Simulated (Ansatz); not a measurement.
Cost and result for the atomization energy of ClGaH$_{2}$S, SMILES `[SH][GaH][Cl]` (5 atoms, 4 bonds).

Total charge 0; spin multiplicity 1. Correlated methods include outer-core shells of Ga, which these sets cover unevenly. Scalar relativity is left out up to krypton. Geometry: relaxed with PBE0-D4/def2-TZVP. It is one conformer, not always the lowest. Program: Ansatz. Hardware: A = 2 threads of a server CPU on a shared host; B = 2 threads of an AMD EPYC 7R13 on a shared host and a share of an NVIDIA H100 80 GB. Times are those of one run each, without the atoms' runs, and a repeat can differ threefold. Electronic energies, without spin–orbit coupling; frozen cores. CCSD(T)/CBS adds CCSD(T) − MP2 in def2-TZVPP to the MP2 limit, and its time is that of the two runs behind it. T1 = 0.012. With those shells the extrapolation isn't a true limit. B3LYP takes the VWN-RPA correlation (the form of Gaussian; ORCA's B3LYP/G).

CCSD(T)/CBS is a level of theory with its own doubt, some kJ/mol a heavy atom from the limit and from the frozen cores, so smaller differences don't rank the functionals.

```csv
level,functions,wall time,atomization (kJ/mol),difference from CCSD(T)/CBS,per bond
LDA (SPW92)/def2-TZVPP [A],160,1 s,1508.6,179.3,44.8
PBE-D4/def2-TZVPP (with forces) [A],160,1.8 s,1323.7,-5.6,-1.4
CCSD(T)/def2-SVP [A],78,3 s,1226.2,-103.1,-25.8
CAM-B3LYP-D4/def2-TZVPP [A],160,3.5 s,1300.8,-28.5,-7.1
r2SCAN-D4/def2-TZVPP (with forces) [A],160,3.7 s,1338.6,9.3,2.3
B3LYP-D4/def2-TZVPP (with forces) [A],160,3.8 s,1292.3,-37.0,-9.2
r2SCANh-D4/def2-TZVPP [A],160,4.5 s,1330.1,0.8,0.2
B2PLYP/def2-TZVPP [A],160,5 s,1290.2,-39.1,-9.8
CCSD(T)/def2-TZVPP [B],160,6 s,1296.4,-32.9,-8.2
CCSD(T)/def2-QZVPP [B],289,6.5 s,1321.1,-8.2,-2.0
B97M-V/def2-TZVPP [A],160,7 s,1351.2,21.9,5.5
ωB97M-V/def2-TZVPP (with forces) [A],160,9.5 s,1325.1,-4.2,-1.1
CCSD(T)/CBS(def2),–,13 s,1329.3,0.0,0.0
```

Leaving LDA and LC-ωPBE aside and taking each functional with its dispersion term where it has one, the values, not all of them listed here, spread over 77.4 kJ/mol, from BHLYP-D4 to B97M-V. LDA lies +197.0 kJ/mol from PBE without D4, its usual overbinding. From PBE to PBE0 (25 % exact exchange), in def2-TZVPP and without D4, the atomization energy moves by −7.8 kJ/mol: exact exchange takes away binding that semilocal exchange gives to molecules. At CCSD(T), def2-SVP lies −103.1 kJ/mol from the extrapolated value and def2-TZVPP −32.8 kJ/mol: correlation converges slowly with the basis, and small sets miss more of it in the bonded molecule than in its fragments.
